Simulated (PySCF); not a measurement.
## Correlation energy of P (phosphorus, neutral)

[Ne] 3s1 3p3 4s1, high-spin 6S determinant (an excited configuration). Calculation: PySCF 2.14, in aug-cc-pCVTZ-DK (8s7p5d3f, 75 functions); the spin-free X2C one-electron Hamiltonian (Gaussian nucleus). Frozen: [Ne]; 5 electrons correlated.

MP2 pair energies summed by pair of shells (mhartree):

```json
{"pair": "3p-3p", "energy": "-19.74", "share (%)": "62.1"}
{"pair": "3p-4s", "energy": "-8.07", "share (%)": "25.4"}
{"pair": "3s-3p", "energy": "-3.66", "share (%)": "11.5"}
{"pair": "3s-4s", "energy": "-0.31", "share (%)": "1.0"}
```

Total MP2 correlation energy: -31.79 mhartree.

Same-spin part -31.79 and opposite-spin part 0.00 mhartree; SCS-MP2 scales them by 1/3 and 6/5 to -10.60 mhartree.
